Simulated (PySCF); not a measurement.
Excitation energy of Al by level of theory

Al [Ne] 3s2 3p1 (2P) → Al [Ne] 3s2 3d1 (2D), as a difference of total energies. All numbers are calculated (PySCF 2.14, no relativity, point nucleus, in aug-cc-pwCVTZ). Correlated levels: valence: [Ne] frozen. The calculations carry no spin-orbit coupling.

```tsv
method	excitation energy (cm⁻¹)	error (cm⁻¹)
UHF	35535	+3173
MP2 (valence)	35592	+3230
SCS-MP2 (valence)	35627	+3265
CCSD (valence)	34038	+1677
CCSD(T) (valence)	33176	+815
```

Reference: 32362 cm⁻¹ (measured; NIST levels, between the centres of gravity of the two terms).

Errors of the correlated levels include the incompleteness of this basis and the frozen core.

The promoted electron is Rydberg-like, and one or two diffuse shells describe it only roughly, which tends to raise the upper state.

The coupled-cluster amplitudes are large for the upper state (T1 above 0.03 or a double amplitude above 0.15), so a single reference is strained.
